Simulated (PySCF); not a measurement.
# J couplings in `InChI=1S/BH3.Sb.3H/h1H3;;;;`

Geometry:
```
atom   x (Å)   y (Å)   z (Å)
  B1  -1.319  -0.134   0.011
 Sb2   0.947  -0.029  -0.051
  H3  -1.598   0.093  -1.152
  H4  -1.574   0.753   0.807
  H5  -1.497  -1.274   0.399
  H6   1.850  -0.272   1.368
  H7   1.825  -1.096  -1.041
  H8   1.719   1.400  -0.548
```

Level of theory for the indirect couplings: PBE0/pcJ-1 (dyall-v2z on Sb), isolated molecule, finite nuclei, PBE0-D3(BJ)/def2-SVP geometry (PySCF integrals, density fitting).

Non-relativistic values:
| coupling | atoms | J (Hz) |
| --- | --- | --- |
| 1J(121Sb,11B) | Sb2 – B1 | -47.4 |
| 1J(121Sb,1H) | Sb2 – H6/H7/H8 | 428.6 |
| 2J(121Sb,1H) | Sb2 – H3/H4/H5 | -29.7 |

**Question.** What do two-component X2C with spin–orbit coupling give?

**Answer.** 
```tsv
coupling	atoms	with spin–orbit (Hz)
1J(121Sb,11B)	Sb2 – B1	-91.0
1J(121Sb,1H)	Sb2 – H6/H7/H8	357.7
2J(121Sb,1H)	Sb2 – H3/H4/H5	-16.4
```

The largest listed coupling, 1J(121Sb,1H), ends at 0.83 times its non-relativistic value. Equivalent partners are averaged, as under fast rotation. Couplings to strongly quadrupolar nuclei (121Sb) are seldom resolved in solution.
